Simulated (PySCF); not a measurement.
## Electronic absorption of C6H9ClSi

Species: C₆H₉ClSi.
Z-matrix (Å and degrees, GFN2-xTB geometry), rows numbered from 1:
```
C 
C   1  1.3189
C   2  1.5014  1  124.23
C   3  1.4895  2  110.20  1   114.92
C   4  1.3421  3  131.43  2   114.90
Si  5  1.8837  4   95.52  3   178.07
C   4  1.5042  3  124.20  2   -64.27
Cl  7  1.7905  4  112.50  3   -59.56
H   1  1.0769  2  121.97  3  -179.57
H   1  1.0778  2  121.73  3     0.76
H   2  1.0827  1  120.72  3   178.66
H   3  1.0933  2  109.41  1    -4.66
H   3  1.0935  2  109.90  1  -124.40
H   5  1.0781  4  126.43  3    -1.71
H   6  1.4605  5  118.84  4   111.56
H   6  1.4568  5  117.71  4  -105.34
H   7  1.0893  4  113.68  3    60.18
```

The calculation used PySCF, TDDFT wB97X-D/def2-SVPD, vertical, gas phase, core orbitals frozen in the response.

**Question.** List the vertical singlet excitations with oscillator strengths and describe the spectrum.

**Answer.** 

```tsv
state	E (eV)	ν̃ (cm⁻¹)	f	main configurations (H = HOMO, L = LUMO)
S1	5.95	48030	0.012	H→L (63%), H-1→L (24%)
S2	6.32	50980	0.071	H-1→L (44%), H→L (15%), H-3→L (15%)
S3	6.62	53360	0.082	H-2→L (49%), H→L+1 (23%)
S4	6.78	54690	0.236	H→L+1 (45%), H-2→L+1 (17%), H-2→L (8%)
S5	6.96	56130	0.026	H-3→L (47%), H-2→L+1 (11%)
S6	7.03	56670	0.050	H-1→L+1 (28%), H-2→L+1 (19%), H-1→L+3 (9%)
S7	7.15	57670	0.016	H→L+4 (18%), H-1→L+1 (16%), H→L+3 (14%)
S8	7.31	58990	0.060	H-4→L (47%), H-2→L (12%), H-1→L (9%)
```

Triplets, Tamm–Dancoff:

```tsv
state	E (eV)	λ (nm)	main configurations (H = HOMO, L = LUMO)
T1	4.40	281.5	H-2→L (37%), H→L (35%), H-1→L (8%)
T2	4.61	269.0	H-2→L (21%), H-1→L (10%), H-1→L+2 (8%)
T3	5.70	217.4	H-1→L (42%), H→L (26%)
```

The lowest singlet lies at 5.95 eV (208 nm, ultraviolet) and is weak; its leading configuration is HOMO→LUMO (63%). The strongest level in the table is S4 at 6.78 eV (183 nm, f = 0.236). Löwdin shares by element: HOMO carbon 35% or more, chlorine 24% (atoms not listed hold the other 41%); LUMO carbon 62% or more (atoms not listed hold the other 38%). The oscillator strengths of these states sum to 0.554; summed over the whole spectrum of an exact calculation they would give the number of electrons, 76 (Thomas–Reiche–Kuhn). Of the 8 states listed, 8 reach f = 0.01 and none stays under 0.0005. Weighted by f, the mean energy of these states is 6.78 eV. Singlets were solved by full linear response, triplets in the Tamm–Dancoff approximation.

The run took 78 s of wall time (grids of density and orbitals included) on an Arm Neoverse V1 with one thread, on a shared host, and the process peaked at 1.1 GiB of memory.

One conformer stands for the species.
